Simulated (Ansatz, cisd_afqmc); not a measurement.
Species: Co, charge 0, quartet.

Total energies in def2-QZVPP, 9 correlated electrons, 9 frozen orbitals. Radicals and triplets start from unrestricted determinants; spin-orbit coupling is neglected. Correlated methods leave the cores frozen (noble-gas shells, and filled d and f shells in the p block). No relativity. AFQMC/CISD: phaseless, guided by CISD from CCSD amplitudes; bars are statistical, one sigma. Outlying blocks are dropped, and bars are widened where a walk drifts. Over all cases where full CI ran beside it in this data, AFQMC minus full CI had a median of +0.1 mEh and passed +0.4 mEh in a tenth of the cases. Open-shell metal atoms are single determinants of the lowest configuration found, not pure terms.

| method | program | energy (Eh) | minus CCSDT(Q) (mEh) |
|---|---|---|---|
| HF | Ansatz | -1381.42628 | 270.03 |
| MP2 | Ansatz | -1381.68382 | 12.49 |
| CCSD | Ansatz | -1381.68640 | 9.91 |
| CCSD(T) | Ansatz | -1381.69595 | 0.36 |
| CCSDT(Q) | Ansatz | -1381.69631 | 0.00 |
| AFQMC/CISD | cisd_afqmc | -1381.6954 ± 0.0003 | 1.0 ± 0.3 |

Ansatz is a program for electronic structure.
